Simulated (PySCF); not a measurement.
Structure with atom numbers: `[CH3:1][C@@H:2]1[O:3][CH:4]=[CH:5][Si@H:6]1[CH3:7]` (H(Xn): hydrogen on atom n).

PySCF 2.14 calculation with shieldings: GIAO PBE0/pcSseg-1 and geometry: GFN2-xTB; non-relativistic Hamiltonian, rapidly exchanging positions averaged, single conformer, isolated molecule.

Predict the 2D correlation tables (HSQC, COSY, HMBC).

## Answers



HSQC (one-bond C–H):
```csv
δH,δC
7.13 (H(C4)),171.1 (C4)
4.66 (H(C5)),91.9 (C5)
3.97 (H(C2)),70.5 (C2)
1.41 (H(C1)),22.3 (C1)
0.27 (H(C7)),-1.7 (C7)
```

COSY cross peaks (H two or three bonds apart, from the bond graph; peaks can be absent where the dihedral angle is near 90°):
```csv
δH,δH
7.13 (H(C4)),4.66 (H(C5))
4.82 (H(Si6)),4.66 (H(C5))
4.82 (H(Si6)),3.97 (H(C2))
4.82 (H(Si6)),0.27 (H(C7))
3.97 (H(C2)),1.41 (H(C1))
```

HMBC (two and three bonds, from the bond graph):
```csv
δH,δC
7.13 (H(C4)),"91.9 (C5), 70.5 (C2)"
4.82 (H(Si6)),"171.1 (C4), 91.9 (C5), 70.5 (C2), 22.3 (C1), -1.7 (C7)"
4.66 (H(C5)),"171.1 (C4), 70.5 (C2), -1.7 (C7)"
3.97 (H(C2)),"171.1 (C4), 91.9 (C5), 22.3 (C1), -1.7 (C7)"
1.41 (H(C1)),70.5 (C2)
0.27 (H(C7)),"91.9 (C5), 70.5 (C2)"
```

Scale: 1H (σ = 31.72 ppm), 13C (σ = 186.93 ppm) against TMS (reference shieldings calculated alike).

Shifts are as computed. Against solution values, carbons near 30 ppm lie about +3 ppm off and those near 130 ppm about +5 ppm. Of 1211 compounds with measured shifts, 218 miss one by over three times the rms of a fit or turn the order of signals round; such compounds aren't used in these exercises.
